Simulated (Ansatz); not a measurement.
A nudged elastic band was laid between two geometries of ClF₄H₂OTa (9 atoms, charge 0, multiplicity 1).

Method: RKS revPBE/def2-SVP (Ansatz).

```json
{"movable images": "5", "climbing image": "yes", "spring": "5.0 eV/Å²", "optimiser": "quadratic models (default)", "start path": "through a guess of the saddle point", "force threshold": "0.05 eV/Å", "iteration limit": "60", "end points": "relaxed"}
```

Image 0:

```xyz
9
Properties=species:S:1:pos:R:3
Ta -0.016 -0.010 0.108
Cl 2.380 0.472 0.260
F 0.010 0.245 2.002
F 0.387 -0.620 -1.652
F -0.782 1.627 -0.364
O -1.498 -1.167 0.252
H -1.819 -1.959 0.716
F 1.141 -2.003 0.712
H 1.991 -1.533 0.694
```

Image 6:

```xyz
9
Properties=species:S:1:pos:R:3
Ta -0.208 -0.563 0.169
Cl 2.728 0.579 0.313
F -0.140 -0.097 2.022
F 0.291 -0.818 -1.653
F -0.417 1.289 -0.201
O -1.934 -1.307 0.117
H -2.651 -1.408 0.768
F 0.984 -1.997 0.604
H 3.141 -0.624 0.590
```

Task: Which bonds break or form, and what moves?

Result: Bonds broken: Ta1–Cl2, F8–H9. Bonds formed: Cl2–H9.

Task: Give the energies along the band, and the barrier.

Result: The run converged. The highest image is number 2 of 0 to 6, 15.0 kJ/mol above the first end and 37.6 kJ/mol above the last; the last end lies 22.7 kJ/mol below the first. A vibrational analysis at the climbing image gives one clearly imaginary mode, 355i cm⁻¹: a first-order saddle point. The orbitals stay closed-shell, which can raise the energy where a bond breaks towards radicals; this wasn't checked here.

```
image  path coordinate (Å)  energy (kJ/mol)  Ta1–Cl2 (Å)  F8–H9 (Å)  Cl2–H9 (Å)
    0                 0.00              0.0         2.45       0.97        2.09
    1                 0.52              1.5         2.47       0.98        2.00
    2                 1.05             15.0         2.65       1.19        1.56
    3                 1.44             -3.9         2.84       1.60        1.35
    4                 1.84            -17.5         3.03       1.98        1.31
    5                 2.24            -21.7         3.14       2.35        1.30
    6                 2.64            -22.7         3.15       2.56        1.30
```

Task: What is the geometry of the highest image?

Result: 
```xyz
9
Properties=species:S:1:pos:R:3:forces:R:3
Ta -0.034 -0.268 0.125 0.00 0.00 0.00
Cl 2.509 0.428 0.373 0.00 0.00 0.00
F -0.071 0.039 2.007 0.00 0.00 0.00
F 0.432 -0.692 -1.668 0.00 0.00 0.00
F -0.614 1.466 -0.294 0.00 0.00 0.00
O -1.605 -1.299 0.149 0.00 0.00 0.00
H -2.228 -1.675 0.796 0.00 0.00 0.00
F 1.265 -1.877 0.633 0.00 0.00 0.00
H 2.141 -1.070 0.608 0.00 0.00 0.00
```

Task: What are the harmonic wavenumbers there?

Result: 355i, 61, 121, 140, 170, 182, 194, 232, 241, 278, 322, 385, 453, 643, 658, 674, 732, 846, 906, 1367, 3773 cm⁻¹.

Time of the run: 2.6 min on 4 threads of Intel(R) Xeon(R) Platinum 8259CL CPU @ 2.50GHz (Skylake/Cascade Lake), with other jobs on the host, peak memory 0.22 GiB.
